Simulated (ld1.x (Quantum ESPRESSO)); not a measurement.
## sulfur: one change to an RRKJ potential, before and after

| Quantity | Value |
| --- | --- |
| Element | S |
| Generator | ld1.x (Quantum ESPRESSO) 7.5 |
| Type | norm-conserving RRKJ (Kleinman–Bylander form) |
| Functional | LDA (PZ) |
| Relativity | scalar-relativistic |
| Frozen core | [Ne] |
| Valence charge | 6 |
| Reference configuration | 3s2 3p3.5 (charge +0.5) |
| Partial waves | 3p (bound): rc 1.25 bohr; 3d channel at 0.4 Ry: rc 1.00 bohr; 3s (bound): rc 1.15 bohr |
| Local potential | the s channel |
| Core correction | Bessel-smoothed model core inside 0.85 bohr |
| rho0 | 0.001 |

All-electron outer shells of the reference configuration (LDA (PZ), scalar-relativistic, ld1.x):

| shell | level (eV) | outermost node (bohr) | outermost maximum (bohr) |
| --- | --- | --- | --- |
| 3s | -22.25 | 0.60 | 1.40 |
| 3p | -11.80 | 0.58 | 1.57 |

Change: core correction Bessel-smoothed model core inside 0.66 bohr.

Cutoffs: the cutoffs (Ry, on a coarse ladder) from which the occupation-weighted sum of valence levels, in a spherical-Bessel basis at the reference potential, stays within 10 and 1 mRy of its value at 400 Ry; they do not see the model core or the augmentation charge, which bear on the density cutoff. Errors are all-electron minus pseudo energies relative to the spin-unpolarised reference configuration.

How do hardness, ghosts and transferability respond?

The potential gets neither clearly harder nor softer (60 Ry and 120 Ry → 60 Ry and 120 Ry); the errors of the 9 common tests hardly move; neither file shows a bound ghost. A model core, the more so a compact one, raises the density cutoff, which this test does not measure.

| quantity | base | changed |
| --- | --- | --- |
| cutoff, loose | 60 Ry | 60 Ry |
| cutoff, tight | 120 Ry | 120 Ry |
| bound ghosts | none | none |
| error for 3s2 3p4, meV [ΔE -4.71 eV] | +1.3 | +1.3 |
| error for 3s2 3p3, meV [ΔE 7.15 eV] | +1.1 | +1.1 |
| error for 3s2 3p2, meV [ΔE 29.53 eV] | +19 | +19 |
| error for 3s2 3p0, meV [ΔE 110.67 eV] | +190 | +189 |
| error for 3s0 3p6, meV [ΔE 15.90 eV] | -3.0 | -3.2 |
| error for 3s1 3p5, meV [ΔE 5.53 eV] | -0.5 | -0.6 |
| error for 3s1 3p4, meV [ΔE 17.95 eV] | +1.9 | +1.8 |
| error for 3s2 3p3.5 (spin-polarised), meV [ΔE -1.22 eV] | +12 | +11 |
| error for 3s2 3p4 (spin-polarised), meV [ΔE -5.41 eV] | +8.1 | +8.0 |
| s: phases at 1.34 bohr within 0.05 rad from the reference energy up to (Ry; the scan ends near 5) | 3.5 | 3.5 |
| p: phases at 1.34 bohr within 0.05 rad from the reference energy up to (Ry; the scan ends near 5) | 4.2 | 4.2 |
| d: phases at 1.34 bohr within 0.05 rad from the reference energy up to (Ry; the scan ends near 5) | to the end of the scan | to the end of the scan |
